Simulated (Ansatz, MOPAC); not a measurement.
Molecule: SF, net charge 0, doublet state. SMILES: F[S]
Structure (B3LYP-D3(BJ)/def2-TZVP (Ansatz, a program for electronic structure) minimum search):
```xyz
2

S      0.0000     0.0000    -0.5793
F      0.0000     0.0000     1.0299
```
Charge 0, spin multiplicity 2.

Wanted: vertical electron affinity to the singlet, in eV. Conventions: non-relativistic; 6-311+G** with 5d, 6d on Na to Ar in Ansatz; frozen cores in correlated levels; no spin-orbit coupling; each state is the SCF solution reached for its charge and spin; six Cartesian d functions in 6-31G* and its kin unless marked 5d; UHF or UKS for open shells. CBS marks a two-point X^-3 extrapolation of the correlation energy; Hartree-Fock from the larger set. First-principles rows: single points at B3LYP-D3(BJ) geometries (Ansatz). Semi-empirical rows: differences of heats of formation at the shared geometry for vertical values. Anions need diffuse functions, which STO-3G, LANL2DZ, def2-SVP, cc-pVDZ and Pople sets without + lack.

Coupled cluster (Ansatz) is a level with limits of its own, used here on species with T1 under 0.025 (0.045 for open shells) and stable references: CCSD(T)/CBS(aug-cc-pV(T+d)Z,aug-cc-pV(Q+d)Z).

Value to compare with, CCSD(T)/CBS(aug-cc-pV(T+d)Z,aug-cc-pV(Q+d)Z) (Ansatz): 2.20 eV.

```tsv
level	program	vertical electron affinity to the singlet (eV)	difference
PM3	MOPAC	2.62	0.42
MNDO	MOPAC	1.86	-0.34
HF/6-311+G**	Ansatz	1.27	-0.93
PBE/6-311+G**	Ansatz	2.10	-0.10
B3LYP/STO-3G	Ansatz	-4.83	-7.03
B3LYP/6-31G*	Ansatz	1.47	-0.73
MP2/6-311+G**	Ansatz	1.77	-0.43
B3LYP/def2-TZVPD	Ansatz	2.14	-0.06
wB97M-V/def2-TZVPD	Ansatz	2.13	-0.07
wB97X-V/def2-TZVPD	Ansatz	2.09	-0.11
```

Among the 7 habitual levels, B3LYP/STO-3G lies farthest from CCSD(T)/CBS(aug-cc-pV(T+d)Z,aug-cc-pV(Q+d)Z) (Ansatz) (-7.03 eV) and PBE/6-311+G** nearest (-0.10); 1 of 7 lie above it, and their mean absolute difference is 1.43 eV, the median 0.43. One case shows no general order.

The levels are drawn from those run, B3LYP/6-31G* more often than the rest, none by its result; runs whose electronic state is in doubt are left out.
